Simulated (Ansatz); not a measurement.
B₂Cl₂. Charge 0, multiplicity 3. Geometry r2SCAN-D4/def2-TZVP; atoms count from 1.

```xyz
4

B    -0.3954   -0.6102   -0.1795
B     0.3958    0.6104    0.1781
Cl   -1.2699   -1.9944   -0.5899
Cl    1.2695    1.9942    0.5913
```

The structure comes from a short search, and lower isomers may exist.

(1) Estimate the Mulliken populations from the PBE0/def2-TZVP orbitals of Ansatz.

(2) Where does the spin sit?

(3) And the Mayer bond orders between heavy atoms (over 0.3)?

Results:

(1) 
```csv
atom,charge (e),spin (α − β)
B1,0.04,0.89
B2,0.04,0.89
Cl3,-0.04,0.11
Cl4,-0.04,0.11
```
Mulliken values depend strongly on the basis.

(2) Summed by element: B 1.79, Cl 0.21, of 2 unpaired in all. Largest on single atoms: B2 0.89, B1 0.89, Cl4 0.11.

(3) B1–B2 1.78 (1.50 Å); B1–Cl3 1.44 (1.69 Å); B2–Cl4 1.44 (1.69 Å).
